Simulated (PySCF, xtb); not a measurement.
Si(Br)(SiH3) (BrH₃Si₂), SMILES [SiH3][Si]Br (connectivity only; charge and spin as stated), neutral, multiplicity 1.

Harmonic wavenumbers (cm⁻¹) from xtb with GFN2-xTB at its own minimum, in rising order: 79, 104, 295, 352, 387, 491, 786, 802, 848, 2150, 2151, 2215.

**Question.** What does PySCF 2.14.0 with r2SCAN-D4/def2-SVP give at its own minimum? (The exact figures need the calculation; the answer reports its results.)

**Answer.** 70, 120, 362, 380, 398, 496, 831, 914, 930, 2186, 2201, 2205. Paired by order, the mean absolute difference is 39 cm⁻¹ and the zero-point energies are 15.2 and 15.9 kcal/mol.
